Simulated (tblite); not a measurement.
Compound: C₄H₈FNSi₂.
Numbering: `[N:1]#[C:2][C@@H:3]([F:4])/[C:5]([SiH3:6])=[CH:7]/[SiH3:8]` (hydrogens: H9 on C3; H10, H11, H12 on Si6; H13 on C7; H14, H15, H16 on Si8)

Computed with GFN2-xTB (tblite), gas phase: L-BFGS steps from a force-field or distance-geometry start until the largest atomic force falls under 0.01 eV/Å.

Step 56: E = -644.1419 eV
```
atom  x, y, z in Å  |  force x, y, z in eV/Å
N1     -2.8004    0.2826    2.1862    0.087  -0.068  -0.154
C2     -2.3238   -0.2277    1.2803    0.026   0.028   0.107
C3     -1.6655   -0.8679    0.1523   -0.111   0.025   0.037
F4     -2.4789   -0.7629   -0.9651    0.036  -0.027   0.043
C5     -0.3262   -0.2065   -0.0951   -0.011  -0.001   0.033
Si6    -0.4551    1.4175   -1.0662    0.031   0.032   0.008
C7      0.7699   -0.7725    0.4061   -0.018  -0.038  -0.037
Si8     2.5646   -0.2366    0.1864    0.016   0.020  -0.012
H9     -1.5640   -1.9459    0.3650   -0.031   0.065  -0.020
H10     0.9088    1.8821   -1.3154   -0.036   0.017  -0.003
H11    -1.1749    1.1595   -2.3114    0.019   0.015  -0.002
H12    -1.1848    2.3729   -0.2243    0.005  -0.064  -0.027
H13     0.6397   -1.6875    0.9821    0.017  -0.010  -0.005
H14     2.8563    0.9285    1.0224   -0.025   0.011  -0.014
H15     2.8310    0.0396   -1.2266    0.005   0.004   0.028
H16     3.3958   -1.3663    0.6119   -0.011  -0.010   0.020
```

Step 57: E = -644.1439 eV
```
atom  x, y, z in Å  |  force x, y, z in eV/Å
N1     -2.7736    0.2434    2.2225    0.052  -0.035  -0.104
C2     -2.3121   -0.2470    1.2987    0.080  -0.012   0.051
C3     -1.6696   -0.8628    0.1477   -0.101   0.040   0.022
F4     -2.4940   -0.7206   -0.9576    0.034  -0.039   0.041
C5     -0.3274   -0.2064   -0.0994   -0.012   0.014   0.041
Si6    -0.4504    1.4142   -1.0775    0.027   0.045   0.008
C7      0.7659   -0.7686    0.4123   -0.030  -0.046  -0.050
Si8     2.5607   -0.2346    0.1907    0.010   0.015  -0.018
H9     -1.5714   -1.9461    0.3297   -0.048   0.058  -0.012
H10     0.9141    1.8865   -1.3108   -0.038   0.007  -0.002
H11    -1.1587    1.1673   -2.3319    0.030  -0.007   0.007
H12    -1.1942    2.3652   -0.2437    0.003  -0.053  -0.015
H13     0.6346   -1.6805    0.9931    0.009   0.001  -0.005
H14     2.8475    0.9490    1.0010   -0.022   0.015  -0.014
H15     2.8311    0.0042   -1.2281    0.006   0.017   0.020
H16     3.3903   -1.3542    0.6420    0.001  -0.020   0.032
```

Step 58: E = -644.1460 eV
```
atom  x, y, z in Å  |  force x, y, z in eV/Å
N1     -2.7464    0.2055    2.2556    0.005   0.018   0.004
C2     -2.2981   -0.2660    1.3169    0.109  -0.048  -0.043
C3     -1.6750   -0.8565    0.1435   -0.041   0.037   0.001
F4     -2.5084   -0.6795   -0.9486    0.012  -0.033   0.026
C5     -0.3289   -0.2068   -0.1028   -0.014   0.029   0.031
Si6    -0.4449    1.4102   -1.0882    0.013   0.043   0.003
C7      0.7617   -0.7668    0.4169   -0.028  -0.044  -0.051
Si8     2.5565   -0.2323    0.1945   -0.004  -0.001  -0.014
H9     -1.5809   -1.9438    0.2947   -0.057   0.025   0.003
H10     0.9187    1.8904   -1.3057   -0.021   0.004  -0.002
H11    -1.1409    1.1756   -2.3521    0.037  -0.032   0.012
H12    -1.2030    2.3544   -0.2623   -0.010  -0.027   0.007
H13     0.6296   -1.6746    1.0042    0.000   0.005  -0.008
H14     2.8362    0.9694    0.9798   -0.018   0.017  -0.016
H15     2.8296   -0.0299   -1.2288    0.010   0.032   0.005
H16     3.3868   -1.3405    0.6709    0.006  -0.024   0.042
```

Step 59: E = -644.1465 eV
```
atom  x, y, z in Å  |  force x, y, z in eV/Å
N1     -2.7072    0.1490    2.3066    0.108  -0.077  -0.184
C2     -2.2763   -0.2954    1.3446    0.007   0.017   0.031
C3     -1.6829   -0.8472    0.1350   -0.048   0.005   0.018
F4     -2.5305   -0.6183   -0.9397    0.063  -0.039   0.131
C5     -0.3315   -0.2058   -0.1069   -0.022   0.025   0.012
Si6    -0.4366    1.4061   -1.1024    0.000   0.032  -0.005
C7      0.7545   -0.7638    0.4247   -0.026  -0.026  -0.044
Si8     2.5494   -0.2286    0.1996    0.014  -0.003  -0.021
H9     -1.5967   -1.9425    0.2409   -0.081   0.087   0.004
H10     0.9284    1.8901   -1.2963   -0.005   0.010  -0.005
H11    -1.1112    1.1806   -2.3800    0.044  -0.051   0.025
H12    -1.2128    2.3432   -0.2880   -0.022  -0.001   0.021
H13     0.6192   -1.6639    1.0229   -0.007   0.007  -0.021
H14     2.8205    1.0013    0.9482   -0.023  -0.029  -0.047
H15     2.8216   -0.0770   -1.2329    0.012   0.040   0.047
H16     3.3847   -1.3189    0.7123   -0.014   0.004   0.036
```

Problem. Estimate the geometry and energy of step 60. (The exact step hangs on the optimiser's Hessian estimate; all steps are aligned on step 59, rigid shifts and turns removed.)

Solution. E = -644.1475 eV, largest force 0.245 eV/Å
```
atom  x, y, z in Å  |  force x, y, z in eV/Å
N1     -2.6981    0.1455    2.3054   -0.060   0.095   0.218
C2     -2.2696   -0.2993    1.3466    0.073  -0.048  -0.185
C3     -1.6862   -0.8441    0.1366    0.122  -0.016  -0.033
F4     -2.5307   -0.6120   -0.9317   -0.064   0.022  -0.026
C5     -0.3322   -0.2075   -0.1058   -0.009   0.032  -0.030
Si6    -0.4326    1.4031   -1.1040   -0.025   0.004   0.000
C7      0.7536   -0.7695    0.4204    0.011   0.000  -0.002
Si8     2.5476   -0.2274    0.1996   -0.029  -0.039   0.018
H9     -1.6045   -1.9356    0.2358   -0.041  -0.069   0.030
H10     0.9280    1.8929   -1.2956    0.038   0.018  -0.004
H11    -1.1038    1.1854   -2.3834    0.033  -0.069   0.005
H12    -1.2150    2.3320   -0.2906   -0.045   0.039   0.049
H13     0.6199   -1.6658    1.0240   -0.016  -0.010  -0.028
H14     2.8115    1.0043    0.9437   -0.016   0.001  -0.026
H15     2.8195   -0.0807   -1.2290    0.030   0.051  -0.032
H16     3.3853   -1.3123    0.7164   -0.001  -0.012   0.047
```

The energy changes by -0.0010 eV. The first-order estimate −F·Δx gives -0.0044 eV and the mean of the old and new forces, exact on a quadratic surface, -0.0010 eV. The step makes an angle of 65° with the force vector and moves no atom by more than 0.012 Å.

What follows is the cost of the whole relaxation. On an Arm Neoverse N1 with one thread, shared host, this took 1.7 s.
